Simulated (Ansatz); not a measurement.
Two isomers of CH8GeSSi: A = `C[S][GeH2][SiH3]`, B = `CS[SiH2][GeH3]`.

Isolated molecules relaxed with PBE0-D4/def2-TZVP in Ansatz; ΔE leaves out vibrations. CBS: MP2 limit from def2 TZ/QZ plus the TZ coupled-cluster correction, frozen cores. Functionals use def2-TZVPP. B3LYP here is the variant with VWN-RPA as its local correlation; programs differ in this. For Ge outer-core shells are correlated without core-valence functions, which leaves a few kJ/mol of doubt a bond. Scalar relativity is left out up to krypton. Each species was taken in one conformer, which may not be the lowest.

Question: Which isomer does CCSD(T)/CBS put lower? Give the gap. (An estimate is asked.)

Answer: The calculation gave: B, by 2.7 kcal/mol.

Question: Give E(B) − E(A) in kcal/mol with B2PLYP, PBE-D4, MP2/def2-TZVPP, PBE0-D4, HF/def2-TZVPP, B3LYP, CCSD/def2-TZVPP. (Best estimate.)

Answer: Ansatz gave: B2PLYP -2.2, PBE-D4 -2.8, MP2/def2-TZVPP -2.3, PBE0-D4 -2.9, HF/def2-TZVPP -1.5, B3LYP -2.1, CCSD/def2-TZVPP -2.1. None reverses the order clearly.

Largest T1 diagnostic: 0.012.
